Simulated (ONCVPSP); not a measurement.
# Potentials for nitrogen (N) compared

Generated with ld1.x 7.5 (TM, RRKJ, ultrasoft, PAW), atompaw 4.2 or ONCVPSP 4.0.1. The cutoff is in Ry: for ld1.x and atompaw files where the sum of valence levels is converged to 10 mRy in a Bessel basis, for ONCV files where the hardest occupied wave has 1 mHa per electron of residual kinetic energy. The error is the largest all-electron minus pseudo excitation energy over each file’s own four to seven test configurations (ionisations up to +4, promotions, holes and added fractions of an electron), all of which were solved. The labels leave out finer settings (local radius, basis sizes, second energies), which also bear on the numbers. Spin-polarised tests are not counted. The rows are a selection from randomly drawn settings: files with unsolved tests, undetermined cutoffs or missed reference levels are left out.

A true bound ghost makes a file unfit for plane-wave use even where its test errors are small: the radial tests pick states by their node count and pass the ghost by.

```csv
potential,cutoff (Ry),largest error (meV),bound ghosts
"ONCV, PBEsol, scalar-relativistic, rc 0.98/2.35/2.40 (spd), local s, core correction no, reference 2s2 2p2.5, qcut 8.3/4.9/3.9, projectors 0/2/2",57,+5469,none
"ONCV, PBE, scalar-relativistic, rc 0.95/1.55 (sp), local smoothed, core correction yes, reference 2s2 2p3, qcut 7.2/8.4, projectors 1/2",59,+789,none
"ONCV, PBE, scalar-relativistic, rc 1.10/1.85/1.85 (spd), local smoothed, core correction yes, reference 2s2 2p2.5, qcut 5.7/7.5/5.1, projectors 2/1/2",135,+1415,none
"ONCV, PBE, scalar-relativistic, rc 1.05/1.90/1.50 (spd), local smoothed, core correction no, reference 2s2 2p3, qcut 4.8/7.1/6.2, projectors 1/2/2",227,+1959,none
"ONCV, PBE, scalar-relativistic, rc 0.85/2.00 (sp), local smoothed, core correction yes, reference 2s2 2p3, qcut 6.5/8.7, projectors 2/2",107,+1078,none
```

Fill in the row for N: ONCV, PBE, scalar-relativistic, rc 0.85/1.30/1.15 (spd), local s, core correction yes, reference 2s2 2p3, qcut 6.7/6.8/9.3, projectors 0/1/2.

cutoff 85 Ry, largest error +669 meV, bound ghosts: none.

Fill in the row for N: ONCV, LDA (Perdew-Wang 92), non-relativistic, rc 0.45/2.10/1.80 (spd), local smoothed, core correction no, reference 1s2 2s2 2p3, qcut 21.4/6.7/4.7, projectors 2/2/2.

cutoff 440 Ry, largest error +2231 meV, bound ghosts: p, d.

Fill in the row for N: ONCV, PBE, scalar-relativistic, rc 0.85/1.70 (sp), local smoothed, core correction yes, reference 2s1 2p4, qcut 9.9/7.6, projectors 1/2.

cutoff 65 Ry, largest error +403 meV, bound ghosts: none.
